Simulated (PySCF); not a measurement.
**Electron correlation in Cr (chromium, neutral)**

[Ar] 3d4 4s2, high-spin 5D determinant (an excited configuration). All numbers are calculated (PySCF 2.14, scalar relativity by spin-free X2C-1e, in x2c-TZVPPall (6s5p4d2f1g, 64 functions)). Frozen: [Ne]; 14 electrons correlated.

```
  level  correlation energy (mhartree)
   CCSD                        -407.53
    (T)                         -11.74
CCSD(T)                        -419.27
```

Diagnostics: T1 = 0.020, D1 = 0.0806, largest double amplitude 0.113.

Cost of the coupled-cluster step: roughly 8 core-seconds, for 14 correlated electrons.

This basis was not built for core-valence correlation, so the inner-shell part is incomplete.
